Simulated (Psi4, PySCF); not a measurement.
The Psi4 input:
```
memory 2 GB

molecule mol {
0 2
  Ti   -0.277942    0.256626    0.509917
  Br   -1.663306   -1.447197   -0.343932
  Br    0.032838    1.930198   -1.119157
  Br    1.805174   -0.644309    1.142570
}

set basis sto-3g
set reference uks
set scf_type pk
set puream true
set d_convergence 1e-8
set dft_radial_points 99
set dft_spherical_points 590

energy('pbe')
print_variables()
```

**Question.** Give the equivalent PySCF input.

**Answer.** Several could match; the one computed here: 
```python
from pyscf import gto, scf, dft

mol = gto.Mole()
mol.atom = '''
    Ti   -0.277942    0.256626    0.509917
    Br   -1.663306   -1.447197   -0.343932
    Br    0.032838    1.930198   -1.119157
    Br    1.805174   -0.644309    1.142570
'''
mol.basis = 'sto-3g'
mol.charge = 0
mol.spin = 1
mol.verbose = 4
mol.build()

mf = dft.UKS(mol)
mf.xc = 'pbe'
mf.grids.atom_grid = (99, 590)
mf.grids.prune = None
mf.kernel()
```

Both were run: Psi4 gave -8477.387996 Eh and PySCF -8477.387996 Eh, 0.001 mEh apart.
